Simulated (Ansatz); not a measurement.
The cluster Cd₃S₄⁻. Charge -1, multiplicity 2. Geometry PBE-D4/def2-SVPD.

Cartesian coordinates in Å:
```
Cd 0.787 1.593 -0.398
Cd -1.222 -0.931 0.977
Cd 1.238 -1.884 -1.648
S 2.472 0.368 -1.459
S -0.957 -2.674 -0.558
S -1.172 2.471 0.725
S -1.147 1.057 2.361
```

In the def2 sets Cd takes a core potential; there is no spin–orbit coupling. The structure comes from a short search, and lower isomers may exist.

Q: Estimate the α-spin orbital energies around the gap (eV) in Ansatz with PBE-D4/def2-TZVPD, PBE0-D4/def2-TZVPD.

A: 
```json
{"orbital": "HOMO−5", "PBE-D4/def2-TZVPD": "-2.77", "PBE0-D4/def2-TZVPD": "-3.82"}
{"orbital": "HOMO−4", "PBE-D4/def2-TZVPD": "-2.39", "PBE0-D4/def2-TZVPD": "-3.41"}
{"orbital": "HOMO−3", "PBE-D4/def2-TZVPD": "-2.17", "PBE0-D4/def2-TZVPD": "-3.23"}
{"orbital": "HOMO−2", "PBE-D4/def2-TZVPD": "-2.04", "PBE0-D4/def2-TZVPD": "-3.12"}
{"orbital": "HOMO−1", "PBE-D4/def2-TZVPD": "-1.99", "PBE0-D4/def2-TZVPD": "-3.05"}
{"orbital": "HOMO", "PBE-D4/def2-TZVPD": "-0.28", "PBE0-D4/def2-TZVPD": "-0.87"}
{"orbital": "LUMO", "PBE-D4/def2-TZVPD": "0.54", "PBE0-D4/def2-TZVPD": "1.27"}
{"orbital": "LUMO+1", "PBE-D4/def2-TZVPD": "0.89", "PBE0-D4/def2-TZVPD": "1.59"}
{"orbital": "LUMO+2", "PBE-D4/def2-TZVPD": "1.31", "PBE0-D4/def2-TZVPD": "2.07"}
{"orbital": "LUMO+3", "PBE-D4/def2-TZVPD": "1.75", "PBE0-D4/def2-TZVPD": "2.32"}
{"orbital": "LUMO+4", "PBE-D4/def2-TZVPD": "2.29", "PBE0-D4/def2-TZVPD": "2.90"}
{"orbital": "LUMO+5", "PBE-D4/def2-TZVPD": "2.37", "PBE0-D4/def2-TZVPD": "2.95"}
{"orbital": "β HOMO", "PBE-D4/def2-TZVPD": "-1.95", "PBE0-D4/def2-TZVPD": "-3.00"}
{"orbital": "β LUMO", "PBE-D4/def2-TZVPD": "0.24", "PBE0-D4/def2-TZVPD": "1.05"}
```
